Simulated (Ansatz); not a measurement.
The same molecule with X = O, S, Se. Ansatz, PBE0-D4/def2-TZVP geometries, multiplicity 1.

Scalar relativity is left out up to krypton.

```
X   molecule  mean X–C bond length / Å  LUMO energy (B3LYP/def2-TZVPP) / eV  LUMO energy (PBE/def2-TZVPP) / eV  size of the dipole moment (B3LYP/def2-TZVPP) / D
O  `c1ccoc1`                     1.351                                 0.04                              -0.68                                              0.60
S  `c1ccsc1`                     1.705                                -0.56                              -1.24                                              0.44
```

Task: Give the row for X = Se, `c1cc[se]c1`. (An estimate is asked.)

Result: Computed: 
```csv
X,molecule,mean X–C bond length / Å,LUMO energy (B3LYP/def2-TZVPP) / eV,LUMO energy (PBE/def2-TZVPP) / eV,size of the dipole moment (B3LYP/def2-TZVPP) / D
Se,`c1cc[se]c1`,1.851,-0.76,-1.41,0.35
```

From O to Se the mean X–C bond length rises at each step, by 0.500 Å in all; the LUMO energy (B3LYP/def2-TZVPP) falls at each step, by 0.80 eV in all; the LUMO energy (PBE/def2-TZVPP) falls at each step, by 0.73 eV in all. Bonds lengthen as the atom grows down the group. Dipoles are sizes alone, and their direction can turn along the series.

B3LYP here is the variant with VWN-RPA as its local correlation; programs differ in this.
